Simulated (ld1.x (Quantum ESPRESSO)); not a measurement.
# Configuration tests for Au (Z = 79) (RRKJ)

ld1.x (Quantum ESPRESSO) 7.5 input, shortened:

```
&input
   title='Au', zed=79., rel=1, dft='PBE', iswitch=3,
   config='[Xe] 4f14 5d10 6s1 6p0'
 /
 &inputp
   pseudotype=2, tm=.false., rho0=0.01, lloc=1,
   nlcc=.false.
 /
3
6S  1  0   1.00   0.00  2.40  2.40  0.0
5D  3  2  10.00   0.00  1.65  1.65  0.0
6P  2  1   0.00   0.00  3.25  3.25  0.0
 &test
   configts(1)='5d10 6s1 6p0'
 /
```

Energies are relative to the spin-unpolarised reference configuration 5d10 6s1 6p0; without spin polarisation the order of configurations can differ from experiment.

```json
{"valence configuration": "5d10 6s0 6p0", "charge": "+1", "ΔE all-electron (eV)": "9.409", "error AE − PS (meV)": "-0.5"}
{"valence configuration": "5d9 6s0 6p0", "charge": "+2", "ΔE all-electron (eV)": "30.617", "error AE − PS (meV)": "-114"}
{"valence configuration": "5d8 6s0 6p0", "charge": "+3", "ΔE all-electron (eV)": "64.494", "error AE − PS (meV)": "-529"}
{"valence configuration": "5d9 6s1 6p1", "charge": "0", "ΔE all-electron (eV)": "7.497", "error AE − PS (meV)": "-90"}
{"valence configuration": "5d10 6s0 6p1", "charge": "0", "ΔE all-electron (eV)": "5.248", "error AE − PS (meV)": "+0.5"}
```

Question: What are ΔE and the potential's error for 5d7 6s0 6p0?

Answer: ΔE = 112.206 eV all-electron; the error (AE − PS) is -1281 meV.

Question: What are ΔE and the potential's error for 5d10 6s0.5 6p0?

Answer: ΔE = 3.773 eV all-electron; the error (AE − PS) is -0.9 meV.
